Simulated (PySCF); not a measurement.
# Structure elucidation problem

Molecular formula: C7H13NO. Simulated spectra:

¹H NMR (500 MHz, computed): δ 5.09 (m, 1H), 5.05 (m, 1H), 4.33 (br, 1H), 3.15 (d, 3H), 2.38 (t, 2H), 2.10 (t, 2H), 1.83 (s, 3H).

¹³C{¹H} NMR (computed): δ 171.9 (C), 155.8 (C), 117.3 (CH2), 39.3 (CH2), 37.0 (CH2), 26.3 (CH3), 24.9 (CH3).

No relativistic terms, one conformer, isolated molecule, averaged over atoms made equivalent by symmetry, fast rotation or ring inversion. Shielding tensors at PBE0/pcSseg-1 (GIAO); geometry from GFN2-xTB; PySCF.

δ = σ(ref) − σ, references computed at the same level: ¹H, ¹³C vs TMS.

What is the structure?

Results:


Rings plus π bonds: 2 (no ring in the answer). 7 carbon signals for 7 carbons: no two carbons are equivalent. Carbon types of the structure: 2 × C, 3 × CH2, 2 × CH3, leaving 1 H on heteroatoms. δC 171.9: amide carbonyl carbon; lone-pair donation from the attached heteroatom keeps it upfield of a ketone carbonyl. δC 155.8: fully substituted alkene carbon; as expected for a trigonal carbon in a double bond. δC 117.3: terminal =CH2 carbon; as expected for a trigonal carbon in a double bond. δC 37.0: allylic sp3 CH2; a saturated carbon with 2 carbon neighbours and no heteroatom attached. δC 26.3: methyl carbon bonded to N; the inductive effect lowers its shielding. δH 4.33: hydrogen on an amide-type nitrogen; exchangeable; this is the value without hydrogen bonding to other molecules. δH 3.15: hydrogen on a methyl carbon bonded to N; its carbon carries N, hence the downfield position.

Structure: SMILES C=C(C)CCC(=O)NC.

The data come from this structure; uniqueness wasn't tested.

OH and NH positions are those of a molecule without intermolecular hydrogen bonds; in solution they move with solvent, concentration and temperature, and exchange usually removes their couplings. Amide-type NH protons are broadened by 14N but still split neighbouring CH signals. Shifts are as computed. Against solution values, carbons near 30 ppm lie about +3 ppm off and those near 130 ppm about +5 ppm. Of 1211 compounds with measured shifts, 218 miss one by over three times the rms of a fit or turn the order of signals round; such compounds aren't used in these exercises. The C=O carbon of an acid or of an amide with N–H lies up to 10 ppm further downfield in solution, through hydrogen bonding that the calculation lacks. No couplings were computed; multiplicities are counted from neighbouring protons, with m where these are inequivalent, close in shift, in a saturated or five-membered ring or joined by F or P, and br s for small geminal =CH2 splittings.
